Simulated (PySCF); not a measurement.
A structure optimised at PBE0-D3(BJ)/def2-TZVP, used in a PySCF frequency run:

```xyz
4

Cd     0.0114    -0.4469     0.0000
Br    -0.0085     1.9640     0.0000
S      0.0641    -2.7757     0.0000
H     -1.2764    -2.8781     0.0000
```

### Question
Write its SMILES, formula and point group.

### Answer
[SH][Cd][Br], BrCdHS, Cs

### Question
What are its rotational constants (standard atomic weights)?

### Answer
287.37, 0.86376, 0.86117 GHz
